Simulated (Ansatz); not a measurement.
Reaction (redistribution): `C[O][SnH2][SeH]` + `[Cl][GeH]([Cl])[Br]` → `C[O][SnH2][Br]` + `[Cl][GeH]([Cl])[SeH]`

Isolated molecules relaxed with PBE0-D4/def2-TZVP in Ansatz; ΔE leaves out vibrations. CCSD(T)/CBS is the MP2 limit (def2-TZVPP, def2-QZVPP) plus CCSD(T) − MP2 in def2-TZVPP, frozen cores. DFT in def2-TZVPP. def2 core potentials past Kr. For Br, Ge, Se, Sn outer-core shells are correlated without core-valence functions, which leaves a few kJ/mol of doubt a bond. Scalar relativity is left out up to krypton. One conformer a species, not always the lowest.

```
             level  ΔE (kJ/mol)
           ωB97X-V        -11.4
          PBE-QIDH        -10.1
               PBE         -9.7
            revPBE        -10.1
            r2SCAN        -10.8
             BHLYP        -12.1
RPA@PBE/def2-TZVPP         -9.5
      MP2/def2-SVP        -10.5
```

Task: What does CCSD(T)/CBS give? (Best estimate.)

Result: Computed: -10.9 kJ/mol. The listed levels differ from it by -0.5, 0.8, 1.2, 0.8, 0.1, -1.2, 1.4, 0.4 kJ/mol.

Task: What do rigid-rotor, harmonic-oscillator terms from PBE0-D4/def2-TZVP frequencies (298.15 K, 1 bar) make of the CCSD(T)/CBS value? (An estimate is asked.)

Result: Ansatz gave: ΔZPE = +0.3 kJ/mol, ΔH = -10.5 kJ/mol, ΔS = 2 J/(mol·K), ΔG = -11.1 kJ/mol.

Largest T1 diagnostic among the species: 0.012.

In def2-TZVPP, CCSD(T) changes the Hartree–Fock value by +4.3 kJ/mol (the triples alone add +0.6 kJ/mol) and MP2 by +4.8 kJ/mol. Leaving LDA and LC-ωPBE aside and taking each functional with its dispersion term where it has one, the values, not all of them listed here, spread over 2.5 kJ/mol, from BHLYP-D4 to revPBE-D4.
